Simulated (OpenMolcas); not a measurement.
Computed levels of 4f3 in ions with 57 electrons, in cm-1 above 4I* 9/2.

| Property | Result |
| --- | --- |
| Program | OpenMolcas |
| Method | CASSCF |
| Basis | ANO-RCC-VQZP |
| Scalar Hamiltonian | DKH2, point nucleus |
| Spin-orbit coupling | state interaction with AMFI integrals over the reference wave functions, term energies averaged over their components |

Active space for each ion: 3 electrons in 7 orbitals (4f).

```
     Level   Pr2+   Pm4+
  4I* 11/2   1471   2559
  4I* 13/2   3083   5300
  4I* 15/2   4803   8160
   4F* 3/2  13512  17731
2H* 9/2(1)  13575  17964
   4F* 5/2  14296  19148
   4S* 3/2  15018  20298
   4F* 7/2  15073  20411
   4F* 9/2  15931  21917
```

Problem. Estimate 4I* 15/2, 4F* 3/2, 2H* 9/2(1) for Nd3+ from its neighbours Pr2+ and Pm4+.

Solution. 4I* 15/2 is fine structure, which grows about as the fourth power of a screened charge, so the fourth roots are averaged: ((4803^0.25 + 8160^0.25) / 2)^4 = 6316. The calculation gives 6397, so the estimate is off by -1.3 %; the measured value is 5989 (the list in Arab et al., J. Quant. Spectrosc. Radiat. Transfer 229, 145 (2019) and Gaigalas et al. (2019), from Wyart et al. (2007)).
4F* 3/2 is another term, which grows about linearly with the charge: (13512 + 17731) / 2 = 15622. The calculation gives 15817, so the estimate is off by -1.2 %; the measured value is 11698 (the list in Arab et al., J. Quant. Spectrosc. Radiat. Transfer 229, 145 (2019) and Gaigalas et al. (2019), from Wyart et al. (2007)).
2H* 9/2(1) is another term, which grows about linearly with the charge: (13575 + 17964) / 2 = 15770. The calculation gives 15949, so the estimate is off by -1.1 %; the measured value is 12800 (the list in Arab et al., J. Quant. Spectrosc. Radiat. Transfer 229, 145 (2019) and Gaigalas et al. (2019), from Wyart et al. (2007)).

Mixed levels, with the weight of the term that names them: Pm4+ 2H* 9/2(1) (74 %).

High states are left out of the spin-orbit mixing, which shifts the levels that they would mix with. Without dynamic correlation excited terms often stand tens of per cent too high (terms of higher spin than the ground term too low), and those without a measured partner can miss by more than the paired ones. Some levels mix across a computed gap that differs much from the measured one, so their mixing is not that of the real levels (holds for Pr2+; Nd3+). Measured partners are found by configuration, term and J. A level has none where our copy of the source lacks it or the pairing is in doubt (some pairs that miss far off the trend of their configuration count as doubtful), and it then counts in no deviation. Only configurations of the active space appear.

A number in round brackets counts repeated terms of one configuration in the order of the reference energies. * marks odd parity.
